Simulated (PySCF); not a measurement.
Input file for PySCF: R-B3LYP/6-31G* on C2H7B (SMILES BCC), a point of a bond scan (R = 1.314 Å).

```python
from pyscf import gto, scf, dft, mp
from pyscf.data.elements import chemcore

mol = gto.M(
    atom='''
    B    -0.74511678    1.00969072    0.73932318
    H    -1.08658435    1.29586285    1.97543596
    H    -1.14246163    1.71786546   -0.13812402
    C     0.20447514   -0.18371935    0.45381740
    C     0.38209057   -0.63740051   -0.99729133
    H    -0.03169379   -1.02979159    1.11034182
    H     1.16986677    0.17617641    0.85720004
    H     0.67431348    0.19819760   -1.63621306
    H    -0.55096305   -1.03917752   -1.39764403
    H     1.14266970   -1.41485196   -1.09439513
    ''',
    basis='6-31g*',
    cart=True,
    charge=0, spin=0, verbose=3, max_memory=1800)
mf = dft.RKS(mol, xc='b3lyp')
mf.conv_tol = 1e-8
mf.max_cycle = 100
mf.kernel()
if not mf.converged:
    mf = mf.newton().run(mf.mo_coeff, mf.mo_occ)
```

### Question
Give the final energy of this run.

### Answer
-105.2529 hartree.
